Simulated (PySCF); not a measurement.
Order these species by their calculated properties.

All species are isolated and taken at one optimised geometry (atoms past krypton carry core potentials, spin–orbit coupling is left out); the electronic structure was computed with PySCF and density fitting.

The conformers computed, where there is a choice (atom-mapped SMILES and torsion angles):
- `[BH2:1][c:2]1[cH:3][cH:4][cH:5][cH:6][c:7]1[B:8]([F:9])[F:10]`: C6–C7–B8–F9 180°
- `[BH2:1][c:2]1[cH:3][cH:4][cH:5][c:6]([B:7]([F:8])[F:9])[cH:10]1`: C5–C6–B7–F8 -2°

Problem. Rank by HOMO energy, lowest first (CAM-B3LYP/def2-SVPD at PBE0-D3(BJ)/def2-SVP geometries).
A. `c1cccc(B)c1B(F)F`
B. `C[N](C)[In]([N](C)C)[N](C)C`
C. `c1cc(cc(c1)B)B(F)F`
D. `CCN[SiH](NCC)NCC`

Solution. C (-9.20 eV), A (-8.60 eV), D (-7.59 eV), B (-7.00 eV).

Problem. By how much do the two ends of that ranking differ?

Solution. By 2.20 eV, between `C[N](C)[In]([N](C)C)[N](C)C` and `Bc1cccc(B(F)F)c1`.

Problem. Rank by lowest singlet excitation, highest first (TDDFT CAM-B3LYP/def2-SVPD at PBE0-D3(BJ)/def2-SVP geometries).
A. `c1(B)cc(ccc1)B(F)F`
B. `BC1=CC=CC=C1B(F)F`
C. `C[N](C)[In]([N](C)C)[N](C)C`
D. `CCN[SiH](NCC)NCC`

Solution. D (6.14 eV), B (4.88 eV), A (4.77 eV), C (4.02 eV).

Problem. Give the two extremes of that set as wavelengths.

Solution. `C[N](C)[In]([N](C)C)[N](C)C`: 308 nm; `[H][Si](NCC)(NCC)NCC`: 202 nm.

Problem. Rank by static isotropic polarisability, lowest first (CAM-B3LYP/def2-SVPD at PBE0-D3(BJ)/def2-SVP geometries).
A. `[H][Si](NCC)(NCC)NCC`
B. `C[N](C)[In]([N](C)C)[N](C)C`
C. `c1(B)cccc(B(F)F)c1`
D. `BC1=CC=CC=C1B(F)F`

Solution. D (95.2 au), C (97.7 au), A (125.4 au), B (140.4 au).

Problem. Give the two extremes of that set as polarisability volumes in Å³.

Solution. `Bc1ccccc1B(F)F`: 14.10 Å³; `C[N](C)[In]([N](C)C)[N](C)C`: 20.81 Å³.
